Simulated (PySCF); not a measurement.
**Radial density of Se(2+) (selenium, charge +2)**

UHF, [Ar] 3d10 4s2 4p2, high-spin 3P determinant. Computed with PySCF 2.14 in aug-cc-pVDZ-DK (6s5p3d, 36 functions), with the spin-free X2C one-electron Hamiltonian (Gaussian nucleus).

| r (bohr) | 4πr²ρ (e/bohr) | 4πr²(ρα − ρβ) |
| --- | --- | --- |
| 0.000984 | 0.5489 | 0.0000 |
| 0.00166 | 1.314 | 0.0000 |
| 0.00278 | 3.097 | 0.0000 |
| 0.00468 | 7.020 | 0.0000 |
| 0.00788 | 14.72 | 0.0002 |
| 0.0133 | 26.96 | 0.0009 |
| 0.0223 | 39.38 | 0.0042 |
| 0.0375 | 40.82 | 0.0184 |
| 0.0631 | 34.07 | 0.0574 |
| 0.106 | 44.69 | 0.0877 |
| 0.178 | 44.06 | 0.0066 |
| 0.300 | 26.10 | 0.0825 |
| 0.505 | 32.90 | 0.1741 |
| 0.849 | 12.88 | 0.0682 |
| 1.43 | 3.612 | 1.1094 |
| 2.40 | 1.317 | 0.7636 |
| 4.04 | 0.07675 | 0.0611 |
| 6.80 | 1.600e-05 | 0.0000 |

Densities and radii are taken from the X2C orbitals without a picture-change correction, which distorts them close to the nucleus.
